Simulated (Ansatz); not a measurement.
Basis-set extrapolation for C₂H₄ClFSi, SMILES `C=C[SiH](F)Cl` (PBE0-D4/def2-TZVP geometry, frozen core, Ansatz 0.2.0). Multiplicity 1, RHF reference.

```csv
,def2-TZVPP,def2-QZVPP
HF,-926.147392,-926.177787
MP2 correlation,-0.874429,-0.948967
CCSD(T) correlation,-0.953495,not run
```

Energies in hartree. Use E(X) = E(∞) + A·exp(−7.88·√X) for Hartree–Fock and E(X) = E(∞) + B·X^(−2.97) for correlation, with X = 3 and 4, and add CCSD(T) minus MP2 of the smaller set to the MP2 limit.

What is the CCSD(T) energy at the basis-set limit?

HF limit: -926.177787 + (-0.030395) × 0.13774 = -926.18197. MP2 limit: -0.948967 + (-0.074538) × 0.74074 = -1.00418. Higher-order term: -0.953495 − (-0.874429) = -0.07907. Total: -927.26522 hartree, 4.47 eV below CCSD(T)/def2-TZVPP.
